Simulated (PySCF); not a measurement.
Estimate the missing entries of this data sheet.

s-BuOEt, C6H14O.
SMILES: `CCO[C@H](C)CC`

Conformer (atom-mapped SMILES and torsion angles): `[CH3:1][CH2:2][O:3][C@H:4]([CH3:5])[CH2:6][CH3:7]`: C1–C2–O3–C4 -176°, C2–O3–C4–C5 -79°, O3–C4–C6–C7 -60°.

| property | level | value |
| --- | --- | --- |
| point group | PBE0-D3(BJ)/def2-SVP | ? |
| rotational constants A, B, C | PBE0-D3(BJ)/def2-SVP | ? |
| dipole moment | CAM-B3LYP/def2-SVPD | ? |
| HOMO energy | CAM-B3LYP/def2-SVPD | -8.74 eV |
| LUMO energy | CAM-B3LYP/def2-SVPD | 1.41 eV |
| lowest singlet excitation | TDDFT CAM-B3LYP/def2-SVPD | 7.24 eV (171 nm, f = 0.010) |
| strongest line among the 10 lowest singlet transitions | TDDFT CAM-B3LYP/def2-SVPD | S10 at 9.23 eV (134 nm, f = 0.061) |
| lowest triplet excitation (Tamm–Dancoff) | TDA CAM-B3LYP/def2-SVPD | 7.08 eV |
| static isotropic polarisability | CAM-B3LYP/def2-SVPD | ? |
| vertical ionisation energy | ΔSCF CAM-B3LYP/def2-SVPD | ? |
| electronic spatial extent ⟨r²⟩ about the centre of nuclear charge | CAM-B3LYP/def2-SVPD | ? |
| 13C chemical shifts (computed TMS as zero) by class | GIAO PBE0/pcSseg-1 | 77.9 (1 C), 65.5 (1 C), 33.6 (1 C), 19.5 (1 C), 17.4 (1 C), 12.7 (1 C) ppm |
| 1H chemical shifts (computed TMS as zero) by class | GIAO PBE0/pcSseg-1 | 3.63 (1 H), 2.91 (1 H), 2.81 (1 H), 1.26 (1 H), 1.24 (3 H), 1.10 (1 H), 1.08 (3 H), 1.03 (3 H) ppm |
| isotropic shieldings of nuclei other than C and H, by class | GIAO PBE0/pcSseg-1 | 265 (1 O) ppm |
| largest of the computed one-bond spin–spin couplings (means over like bonds) | B3LYP/pcJ-1, spin–dipole term left out | ? |

Electronic properties: PySCF, gas phase, density fitting. The structure is a single PBE0-D3(BJ)/def2-SVP conformer in the gas phase; no vibrational or solvent corrections. NMR classes are plain means over equivalent atoms (diastereotopic ones count apart unless rotation or inversion swaps them), as if these changed places fast; in this geometry the members of some classes differ.

(1) What are the rotational constants A, B, C?

(2) The electronic spatial extent ⟨r²⟩ about the centre of nuclear charge?

(3) What is the static isotropic polarisability?

(4) The dipole moment?

(5) The largest of the computed one-bond spin–spin couplings (means over like bonds)?

(6) What is the vertical ionisation energy?

(7) What is the point group?

Results:

(1) 3.465, 1.656, 1.213 GHz.

(2) 1071 bohr².

(3) 80.7 au.

(4) 1.14 D.

(5) 13C–1H +141.9, 13C–1H +141.4, 13C–1H +138.6, 13C–1H +133.1 (×3), 13C–1H +132.5 (×3), 13C–1H +132.1 (×3), 13C–1H +131.2, 13C–1H +129.2 Hz.

(6) 9.47 eV.

(7) C1.

The rotational constants make it an asymmetric top with κ = (2B − A − C)/(A − C) = -0.61, nearer the prolate limit (−1). The polarisability is 11.95 Å³ as a volume (1 au = 0.148185 Å³), or 1.39 au for each of the 58 electrons. With B = h/(8π²I), that is 505.379 GHz u Å² over I, the principal moments of inertia are 145.9, 305.1 and 416.7 u Å² (most abundant isotopes).
